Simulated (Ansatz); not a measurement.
Gas-phase electronic energies from Ansatz, PBE0-D4/def2-TZVP geometries. CCSD(T)/CBS is the MP2 limit (def2-TZVPP, def2-QZVPP) plus CCSD(T) − MP2 in def2-TZVPP, frozen cores. DFT in def2-TZVPP. B3LYP here is the variant with VWN-RPA as its local correlation; programs differ in this. def2 core potentials past Kr. For Sn outer-core shells are correlated without core-valence functions, which leaves a few kJ/mol of doubt a bond. One conformer a species, not always the lowest.

`C[SiH](Cl)[SnH3]` + `BC([SiH3])[SiH2]F` → `B[SiH](Cl)[SnH3]` + `CC([SiH3])[SiH2]F`  (redistribution)

Question: Is it downhill or uphill in electronic energy at CCSD(T)/CBS, and by how much? (An estimate is asked.)

Answer: Computed: Uphill: ΔE = +25.4 kcal/mol.

Question: What do these levels give: PBE0-D4, PBE, B3LYP, HF/def2-TZVPP, MP2/def2-TZVPP, CCSD/def2-TZVPP? (Estimate.)

Answer: The calculation gave: PBE0-D4 23.0, PBE 19.5, B3LYP 25.8, HF/def2-TZVPP 38.5, MP2/def2-TZVPP 25.1, CCSD/def2-TZVPP 27.4 kcal/mol.

Largest T1 diagnostic among the species: 0.013.

In def2-TZVPP, CCSD(T) changes the Hartree–Fock value by −13.4 kcal/mol (the triples alone add −2.3 kcal/mol) and MP2 by −13.5 kcal/mol. From PBE to PBE0 (25 % exact exchange), in def2-TZVPP and without D4, ΔE moves by +3.7 kcal/mol.
